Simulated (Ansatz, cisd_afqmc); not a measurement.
System: P, charge 0, quartet.

Total energies in aug-cc-pVTZ-DK, 5 correlated electrons, 5 frozen orbitals. Radicals and triplets start from unrestricted determinants; spin-orbit coupling is neglected. The -DK rows use spin-free X2C. AFQMC is phaseless with a CISD trial state; ± is one standard error, without the phaseless bias. Outlying blocks are dropped, and bars are widened where a walk drifts. Over all cases where full CI ran beside it in this data, AFQMC minus full CI had a median of +0.1 mEh and passed +0.4 mEh in a tenth of the cases. Full CI freezes restricted core orbitals and the other rows unrestricted ones, which leaves a small offset even where coupled cluster is exact.

```json
[
 {"method": "HF", "program": "Ansatz", "energy (Eh)": "-341.53183", "error against FCI (mEh)": "106.51"},
 {"method": "MP2", "program": "Ansatz", "energy (Eh)": "-341.61607", "error against FCI (mEh)": "22.27"},
 {"method": "CCSD", "program": "Ansatz", "energy (Eh)": "-341.63348", "error against FCI (mEh)": "4.86"},
 {"method": "CCSD(T)", "program": "Ansatz", "energy (Eh)": "-341.63745", "error against FCI (mEh)": "0.88"},
 {"method": "CCSDT(Q)", "program": "Ansatz", "energy (Eh)": "-341.63839", "error against FCI (mEh)": "-0.06"},
 {"method": "CCSDTQ", "program": "Ansatz", "energy (Eh)": "-341.63842", "error against FCI (mEh)": "-0.08"},
 {"method": "AFQMC/CISD", "program": "cisd_afqmc", "energy (Eh)": "-341.6383 ± 0.0001", "error against FCI (mEh)": "0.1 ± 0.1"},
 {"method": "FCI", "program": "Ansatz", "energy (Eh)": "-341.63833", "error against FCI (mEh)": "0.00"}
]
```

Ansatz is a quantum-chemistry and plane-wave program.
